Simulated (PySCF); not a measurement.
A structure optimised at B3LYP-D3(BJ)/def2-SVPD, used in a PySCF frequency run:

```xyz
6

O      1.4349    -0.2715    -0.5528
S     -0.1513     0.0272     0.0290
O      0.0635     0.0045     1.5075
O     -0.9438    -1.1019    -0.5110
O     -0.4965     1.3538    -0.5341
H      1.9569    -0.3144     0.2593
```
Charge -1, spin multiplicity 1.

Problem. Write its SMILES and formula.

Solution. O=S(=O)([O-])O, HO₄S

Problem. What are its rotational constants (standard atomic weights)?

Solution. 5.0683, 4.7708, 4.7613 GHz
